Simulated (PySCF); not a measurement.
NbF₂, SMILES [F][Nb][F] (connectivity only; charge and spin as stated), neutral, multiplicity 4.

Geometry optimised at r2SCAN-D4/def2-TZVP. A frequency run showed that this geometry is not a minimum. The multiplicity is an assumed one; other spin states were not compared. The def2 effective core potentials stand for the cores of Nb; spin–orbit coupling is left out.

All values below come from PBE/def2-TZVPD (PySCF).

The molecule is in vacuum.

```
Item                                                               Value
-----------------------------------------------  -----------------------
total energy                                          -256.65851 hartree
point group                                                          D∞h
α spin, highest occupied and lowest empty level       -5.17 and -3.38 eV
β spin, highest occupied and lowest empty level       -9.77 and -3.17 eV
dipole moment                                                  0.000 e·Å
mean static polarisability                          53.7 bohr³ (7.96 Å³)
polarisability, principal values                  47.4, 56.9, 56.9 bohr³
⟨S²⟩                                             3.758 (pure state 3.75)
```
